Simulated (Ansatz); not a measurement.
water (H2O), singlet, at a GFN2-xTB geometry; CCSD(T)/def2-SVPD in Ansatz (an electronic-structure program).

Here is a job for Ansatz.
Ansatz 0.2 input:
```yaml
crystal:
  periodic: [false, false, false]
  atoms:
    - {symbol: O, position_ang: [0.00956971, 0.00206403, 0.11338892]}
    - {symbol: H, position_ang: [-0.05579359, 0.76362201, -0.46612807]}
    - {symbol: H, position_ang: [-0.02076411, -0.78013425, -0.44098332]}
basis:
  gaussian:
    orbitals: def2-SVPD
magnetization: {spin_polarized: false}
correlation: {method: ccsd_t}
```

Output, abridged:

```
Functional definition: HF
379 factors; integrals over basis functions are off by at most 1.0e-3 eV
mean field evaluation 1: about -2065.6498 eV, gradient 3.1e1 eV
mean field evaluation 2: about -2065.6508 eV, gradient 3.1e1 eV
mean field evaluation 4: about -2067.3547 eV, gradient 1.5e0 eV
mean field evaluation 8: about -2067.3620 eV, gradient 6.0e-4 eV
mean field evaluation 16: about -2067.3620 eV, gradient 2.2e-6 eV
mean field -2067.36200082 eV, -75.9741522217 hartree, gradient 2.2e-6 eV, S^2 0.000000; 0 other end points of the search recorded, 0 dependent functions left out
1 core orbitals not correlated
reference -2067.36200082 eV, -75.9741522217 hartree; 4, 4 occupied and 34, 34 virtual orbitals, 379 factors
second order -5.85560053 eV of doubles, -0.00000000 eV of singles
cycle   1  -5.91571467 eV  change   -6.0e-2 eV  update   5.2e-2
cycle   2  -6.03489179 eV  change   -1.2e-1 eV  update   1.4e-2
cycle   3  -6.07100567 eV  change   -3.6e-2 eV  update   7.2e-3
cycle   4  -6.06854916 eV  change    2.5e-3 eV  update   1.2e-3
cycle   5  -6.06816689 eV  change    3.8e-4 eV  update   4.0e-4
cycle   6  -6.06827743 eV  change   -1.1e-4 eV  update   1.1e-4
cycle   7  -6.06823248 eV  change    4.5e-5 eV  update   3.1e-5
cycle   8  -6.06822571 eV  change    6.8e-6 eV  update   8.1e-6
perturbative correction -0.13030543 eV, -0.0047886363 hartree
Total energy: -2073.56053196 eV, -76.2019440398 hartree
```
